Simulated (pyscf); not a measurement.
•HC=CH–CH=CH₂ (SMILES [CH]=CC=C) → C₄H₅ (SMILES [CH2]C1C=C1) [doublet], a ring closure (doublet surface; none broken, C–C formed). Optimised with ωB97X-D3(BJ)/def2-SVP in PySCF. MP2 and CC: frozen core, UHF for open shells. ΔMP2 is the change of the MP2 total energy from the triple- to the quadruple-zeta basis. Energies in kJ/mol from the reactant's lowest minimum found.

Small-basis levels: PySCF, no dispersion term, spherical d functions. AM1 to PM7: differences of heats of formation from MOPAC, which are fitted to 298 K values and so differ in kind from electronic energies by zero-point and thermal terms. Open shells are spin-unrestricted. 

```json
[
 {"level": "SVWN5/6-31G*", "barrier": "85.3", "reaction energy": "+52.8"},
 {"level": "BP86/6-31G*", "barrier": "99.5", "reaction energy": "+73.5"},
 {"level": "B3LYP/STO-3G", "barrier": "124.7", "reaction energy": "+71.3"},
 {"level": "B3LYP/3-21G", "barrier": "126.7", "reaction energy": "+119.9"},
 {"level": "B3LYP/LANL2DZ", "barrier": "128.9", "reaction energy": "+118.4"},
 {"level": "B3LYP/6-31G*", "barrier": "113.0", "reaction energy": "+83.9"},
 {"level": "M06-2X/6-31G*", "barrier": "115.1", "reaction energy": "+64.6"},
 {"level": "B3LYP/def2-SVP", "barrier": "111.2", "reaction energy": "+79.8"},
 {"level": "PM7", "barrier": "104.3", "reaction energy": "+75.5"},
 {"level": "CCSD(T)/def2-TZVPP + ΔMP2(QZVPP)", "barrier": "109.8", "reaction energy": "+75.8"}
]
```

Against the last row the barrier runs from -24.5 (SVWN5/6-31G*) to +19.1 kJ/mol (B3LYP/LANL2DZ). CCSD(T)/def2-TZVPP + ΔMP2(QZVPP) has limits of its own. On the reactant side the descent ends in a point that may be a rotor saddle (no frequency run), 9.1 kJ/mol over the lowest minimum found and 101.0 kJ/mol under the saddle at ωB97X-D3(BJ)/def2-TZVP. •HC=CH–CH=CH₂ lies 47.1 kJ/mol over its isomer •HC=C=CH–CH₃ (electronic energy, ωB97M-D3(BJ)/def2-TZVP). cyclic C₄H₅ (SMILES [CH2]C1C=C1) [doublet] lies 121.1 kJ/mol over its isomer •HC=C=CH–CH₃ (electronic energy, ωB97M-D3(BJ)/def2-TZVP). This is the saddle that the search found; another between the same sides may lie lower. The CCSD(T) − MP2 part came from Ansatz, without density fitting, on the same reference. An open-shell T1 diagnostic exceeds 0.045. A UHF reference is spin-contaminated (<S²> up to 1.26), which harms MP2 most.
